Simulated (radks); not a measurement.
Results of a calculation; reference values are marked as such.
Species: neutral neon. Configuration: [Ne]. Level of theory: scalar-relativistic Kohn-Sham, r2SCAN, spin-polarised, spherical densities, finite nucleus; meta-GGA in the generalised Kohn-Sham scheme; Fermi nuclear charge, rms radius 3.0055 fm (a radial shooting solver on a logarithmic mesh with Libxc functionals).

Local quantities along the radius. ELF = 1/(1 + alpha^2) is the electron localisation function; alpha = (tau - tau_W)/tau_unif compares the Pauli kinetic energy density with that of the uniform gas (summed over spins); -r V(r) is the screened charge that the Kohn-Sham potential of spin up presents (atomic units); 4 pi r^2 rho is in e/bohr. tau is taken from the large components.

r (bohr),ELF,alpha,-r V(r),4 pi r^2 rho
0.007681,1.000,0.005657,9.865,0.4007
0.009457,1.000,0.005916,9.826,0.5856
0.01164,1.000,0.006261,9.777,0.8488
0.01434,1.000,0.006724,9.718,1.218
0.01779,1.000,0.007376,9.640,1.749
0.02191,1.000,0.008245,9.548,2.440
0.02697,1.000,0.009467,9.435,3.340
0.03347,1.000,0.01132,9.291,4.516
0.04121,1.000,0.01402,9.122,5.865
0.05074,1.000,0.01826,8.919,7.356
0.06248,0.999,0.02533,8.677,8.840
0.07754,0.999,0.03858,8.383,10.13
0.09547,0.996,0.06355,8.057,10.83
0.1175,0.987,0.1166,7.694,10.76
0.1459,0.942,0.2472,7.284,9.772
0.1796,0.760,0.5613,6.787,8.181
0.2211,0.379,1.279,5.993,6.499
0.2723,0.168,2.227,5.519,5.394
0.3379,0.184,2.104,4.986,5.328
0.416,0.406,1.209,4.357,6.194
0.5122,0.683,0.6808,3.760,7.334
0.6357,0.818,0.4715,3.044,7.929
0.7827,0.857,0.4088,2.423,7.447
0.9637,0.852,0.4169,1.879,6.023
1.187,0.807,0.4887,1.440,4.171
1.473,0.697,0.6600,1.085,2.404
1.813,0.502,0.9966,0.7416,1.190
2.232,0.258,1.697,0.4047,0.4893
2.771,0.082,3.346,0.2401,0.1556
3.411,0.018,7.334,0.2087,0.04022

On this mesh the ELF has minima near r = 0.30 bohr, which separate the shells, and maxima near 0.87 (0.86).
